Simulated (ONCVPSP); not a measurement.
rhenium (Re): variants of one ONCV potential

Base potential:

```json
{
 "Element": "Re",
 "Generator": "ONCVPSP 4.0.1",
 "Type": "optimised norm-conserving Vanderbilt (ONCV)",
 "Functional": "PBEsol",
 "Relativity": "scalar-relativistic",
 "Frozen core": "[Kr] 4d10 4f14",
 "Valence charge": "15",
 "Reference configuration": "5s2 5p6 5d5 6s1 (charge +1)",
 "Partial waves": "5s+6s: rc 1.70 bohr, ncon 4, nbas 8, qcut 6.3 1/bohr, 2 projectors; 5p: rc 1.65 bohr, ncon 3, nbas 8, qcut 6.7 1/bohr, 2 projectors, debl 0.8 Ha; 5d: rc 2.65 bohr, ncon 4, nbas 9, qcut 5.6 1/bohr, 2 projectors, debl 1.2 Ha",
 "Local potential": "polynomial inside 1.60 bohr (lpopt 5, dvloc0 0 Ha)",
 "Core correction": "polynomial model core, fcfact 0.5"
}
```

In the p channel the program set the typed energies aside and used -2.016, 0.250 Ha.

Cutoffs, loose and tight: the cutoffs (Ha) at which the residual kinetic energy of the hardest occupied pseudo-wave falls to 1 and 0.1 mHa per electron. They do not see the model core or the augmentation charge, which bear on the density cutoff. Test errors are all-electron minus pseudo excitation energies from the reference, over the configurations 5s2 5p6 5d5 6s2; 5s2 5p6 5d5 6s0; 5s2 5p6 5d4 6s0; 5s2 5p6 5d5 6s0 6p2. A dash means not determined; rows that change the core or the reference have their own tests.

```tsv
change	outcome	cutoff, loose	cutoff, tight	bound ghosts	GHOST(+) flags above zero	largest test error (meV)
base	generated, projector energies reset by the program	16 Ha	20 Ha	none	s	-8.8
all radii but the core radius scaled by about 0.90 (s 1.52, p 1.48, d 2.38 bohr); local potential polynomial inside 1.44 bohr (lpopt 5, dvloc0 0 Ha)	generated, projector energies reset by the program	19 Ha	66 Ha	none	s	-12
core correction polynomial model core, fcfact 1.08	generated, projector energies reset by the program	16 Ha	20 Ha	none	s	-9.0
local potential polynomial inside 1.60 bohr (lpopt 5, dvloc0 1.5 Ha)	generated, projector energies reset by the program	16 Ha	20 Ha	none	none	-8.5
```
